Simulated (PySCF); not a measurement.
# Orbital energies and ionisation energy

Compound: BrGeH5OSi.
Numbering: `[SiH3:1][O:2][GeH2:3][Br:4]` (hydrogens: H5, H6, H7 on Si1; H8, H9 on Ge3)

Geometry (PBE0-D3(BJ)/def2-SVP, Å), atoms numbered from 1 in this order:
```xyz
9
BrGeH5OSi angstrom
Si    -0.8537    0.0117   -0.2446
O      0.4516    0.4029    0.7132
Ge     2.1889    0.6220    0.5414
Br     2.9527   -0.8955   -1.0162
H     -1.3157    1.2132   -1.0047
H     -1.9478   -0.4555    0.6521
H     -0.4991   -1.0670   -1.2143
H      2.4796    2.0279    0.0007
H      2.8234    0.2919    1.8937
```

Level: CAM-B3LYP/def2-SVPD (PySCF). Frontier orbitals with their largest atomic shares (Löwdin; up to four atoms above 4 %):

```
orbital  ε (eV)                             main atoms
 HOMO−3  -10.44    O2 30 %, Si1 22 %, H6 15 %, H7 13 %
 HOMO−2  -10.20   O2 37 %, Si1 19 %, H5 16 %, Br4 12 %
 HOMO−1   -9.95              Br4 86 %, Ge3 6 %, O2 4 %
   HOMO   -9.74                                      ?
   LUMO    0.19   Br4 39 %, Ge3 28 %, H9 12 %, H8 12 %
 LUMO+1    0.58  Ge3 28 %, Si1 18 %, O2 14 %, Br4 10 %
 LUMO+2    0.85   Ge3 36 %, Br4 23 %, Si1 12 %, H9 9 %
```

**Question.** What vertical ionisation energy does ΔSCF give, and how far is −ε(HOMO) from it?

**Answer.** ΔSCF: 10.70 eV (1032 kJ/mol; threshold wavelength 116 nm); ⟨S²⟩ of the doublet left behind is 0.757, against 0.75 for a pure doublet. −ε(HOMO) is 9.74 eV, 0.96 eV below it. In exact Kohn–Sham theory the two would be equal; CAM-B3LYP (range-separated hybrid) falls short of its own ΔSCF value by 9 %.

**Question.** On which atoms does the HOMO lie?

**Answer.** Br4 (bromine bonded to Ge) 72 %, Ge3 (germanium bonded to Br, O and 2 H) 12 %, H8 (Ge–H hydrogen) 6 %, H9 (Ge–H hydrogen) 4 %, so more than half of it is on one atom. The HOMO−1 lies 0.21 eV lower.

**Question.** How many of the 10 lowest singlet excitations (vertical TDDFT, same level) lie below the ionisation energy?

**Answer.** All 10; they run from 6.41 to 8.02 eV.

**Question.** What total energies stand behind the ΔSCF value?

**Answer.** E(N) = -5018.48401 Eh and E(N − 1) = -5018.09091 Eh at the same geometry, 0.39310 Eh apart.

**Question.** With α = 80.8 au, estimate the like-pair dispersion coefficient by London's formula C6 = (3/4)α²I.

**Answer.** I = 0.3931 Eh, so C6 ≈ 1920 au, a rough estimate.

**Question.** What kinetic energy would electrons from this vertical process carry with 118.2 nm light (10.49 eV)?

**Answer.** The photon is 0.21 eV short of the vertical value.

One conformer (not necessarily the lowest) at the PBE0-D3(BJ)/def2-SVP geometry, without solvent, vibrations or thermal averaging. The calculation is non-relativistic, for germanium and bromine too.

The run behind these numbers computed excited states and ΔSCF ions as well. Time: 2.4 min. Hardware: an x86-64 server with one thread, on a shared host.
